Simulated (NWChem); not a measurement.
System: Se, triplet

The following NWChem deck was run.

```
start job
memory heap 200 mb stack 900 mb global 1100 mb
geometry units angstroms noautoz
  Se     0.000000     0.000000     0.000000
end
basis spherical
  * library def2-svp
end
dft
  odft
  mult 3
  xc revpbe cpbe96
  iterations 150
  mulliken
end
task dft energy
```

The open p shell is one determinant without spherical averaging. No stability test was run on the SCF state.

Q: Predict the main results of this run. (revPBE/def2-SVP, spin-unrestricted.) Quantities: energy (Ha); highest occupied level (eV); lowest empty minus highest occupied level, either spin (eV); <S²>.

A: energy (Ha): -2401.00
highest occupied level (eV): -5.38
lowest empty minus highest occupied level, either spin (eV): 0.29
<S²>: 2.00
